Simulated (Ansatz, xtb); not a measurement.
Spectroscopic constants of AsSe, multiplicity 2 (lowest of 2S+1 = 2, 4 at CCSD(T)/def2-TZVPP on PBE0 minima; our sources give no spin for the ground state, which may be another). No spin–orbit coupling. As is treated without relativity. Se is treated without relativity. The T1 diagnostic near the minimum is 0.048, so single-reference values are doubtful.

Constants: fifth-degree fit in 1/R to seven points, most abundant isotopes. In def2 and cc sets the state is the lowest found near the PBE0 minimum, followed along R.

Programs: Ansatz (a program for electronic structure); xtb for the GFN methods. Values without a source in brackets are computed. The GFN methods have no spin term and hold the electronic entropy of 300 K.

### Question
What bond length and harmonic frequency does GFN1-xTB give?

### Answer
r_e = 2.124 Å, ω_e = 437 cm⁻¹.

### Question
What bond length and harmonic frequency does GFN2-xTB give?

### Answer
r_e = 2.143 Å, ω_e = 400 cm⁻¹.

### Question
What bond length and harmonic frequency does B3LYP/def2-TZVPP give?

### Answer
r_e = 2.161 Å, ω_e = 403 cm⁻¹.
